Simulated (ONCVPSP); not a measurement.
**Ranking ONCV potentials for S (Z = 16)**

All share these settings but for the change named:

| Item | Value |
| --- | --- |
| Element | S |
| Generator | ONCVPSP 4.0.1 |
| Type | optimised norm-conserving Vanderbilt (ONCV) |
| Functional | PBE |
| Relativity | scalar-relativistic |
| Frozen core | [He] |
| Valence charge | 14 |
| Reference configuration | 2s2 2p6 3s2 3p4 |
| Partial waves | 2s+3s: rc 0.75 bohr, ncon 4, nbas 7, qcut 20.5 1/bohr, 2 projectors; 2p+3p: rc 0.80 bohr, ncon 4, nbas 7, qcut 17.3 1/bohr, 2 projectors; d scattering state at 0.29 Ha: rc 0.65 bohr, ncon 4, nbas 8, qcut 16 1/bohr, 2 projectors, debl 2.4 Ha |
| Local potential | polynomial inside 0.40 bohr (lpopt 5, dvloc0 3 Ha) |
| Core correction | Teter function, fcfact 3.5, rcfact 1.45 |

Test errors are all-electron minus pseudo excitation energies from the reference, over 2s2 2p6 3s2 3p3; 2s2 2p6 3s2 3p2; 2s2 2p6 3s2 3p1; 2s1 2p6 3s2 3p4. None of these files shows a bound ghost.

The base gives 378.2 meV.

Of 8 variants that were run, those that failed, showed a ghost or another fault, or gave nearly equal values are left out.

(1) Rank these variants by their largest absolute test error, smallest first.
A. all radii but the core radius scaled by about 1.25 (s 0.94, p 1.00, d 0.82 bohr); local potential polynomial inside 0.50 bohr (lpopt 5, dvloc0 3 Ha)
B. all radii but the core radius scaled by about 0.92 (s 0.68, p 0.74, d 0.60 bohr); local potential polynomial inside 0.36 bohr (lpopt 5, dvloc0 3 Ha)
C. all radii but the core radius scaled by about 1.31 (s 0.98, p 1.04, d 0.86 bohr); local potential polynomial inside 0.52 bohr (lpopt 5, dvloc0 3 Ha)
D. all radii but the core radius scaled by about 1.05 (s 0.80, p 0.84, d 0.68 bohr); local potential polynomial inside 0.42 bohr (lpopt 5, dvloc0 3 Ha)
E. all radii but the core radius scaled by about 0.80 (s 0.60, p 0.64, d 0.52 bohr); local potential polynomial inside 0.32 bohr (lpopt 5, dvloc0 3 Ha)

## Answers

(1) E (173.9 meV), B (299.3 meV), D (429.9 meV), A (609.5 meV), C (732.0 meV).
